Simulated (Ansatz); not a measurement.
Basis sets compared for Ge(NH2)2H2 (GeN2H6). Charge 0, multiplicity 1. Geometry PBE0-D4/def2-TZVP. Ansatz on 4 threads of Arm Neoverse V1 on a shared host; times are rough, and most runs start from earlier orbitals.

```xyz
9

Ge   -0.415   -0.482    0.259
N     1.330   -0.348    0.834
H     1.567    0.516    1.302
H     2.031   -0.543    0.133
N    -1.034    0.692   -1.019
H    -0.578    0.632   -1.919
H    -1.067    1.661   -0.735
H    -1.287   -0.245    1.499
H    -0.547   -1.882   -0.354
```

The 6-31G sets use Cartesian d functions.

Binding counts from free atoms (Ge triplet, N quartet, H doublet) in the same basis, without a counterpoise term.

```
              level  functions  energy (Eh)  HOMO (eV)  LUMO (eV)  binding per atom (eV)  wall time
          HF/STO-3G         34   -2162.7437      -7.80      11.93                   2.63      0.1 s
           HF/6-31G         59   -2187.3800     -10.33       3.83                   1.91      0.3 s
       HF/def2-TZVP        146   -2187.8293     -10.45       3.18                   2.13      0.7 s
    PBE-D4/def2-SVP         90   -2189.3281      -5.11       0.35                   3.21     0.65 s
   PBE-D4/def2-TZVP        146   -2189.7315      -5.44      -0.23                   3.23      1.1 s
r2SCAN-D4/def2-TZVP        146   -2190.1128      -5.74       0.34                   3.17      2.2 s
   PBE0-D4/def2-SVP         90   -2189.3962      -6.62       1.22                   3.15     0.95 s
  PBE0-D4/def2-TZVP        146   -2189.7957      -6.87       0.58                   3.16      1.4 s
```

(1) Estimate the rows for PBE-D4/def2-TZVPD, r2SCAN-D4/def2-TZVPD, PBE0-D4/def2-TZVPD.

Results:

(1) 
```
               level  functions  energy (Eh)  HOMO (eV)  LUMO (eV)  binding per atom (eV)  wall time
   PBE-D4/def2-TZVPD        182   -2189.7349      -5.55      -0.68                   3.24      1.4 s
r2SCAN-D4/def2-TZVPD        182   -2190.1153      -5.81      -0.08                   3.17        3 s
  PBE0-D4/def2-TZVPD        182   -2189.7985      -6.95       0.01                   3.17        2 s
```
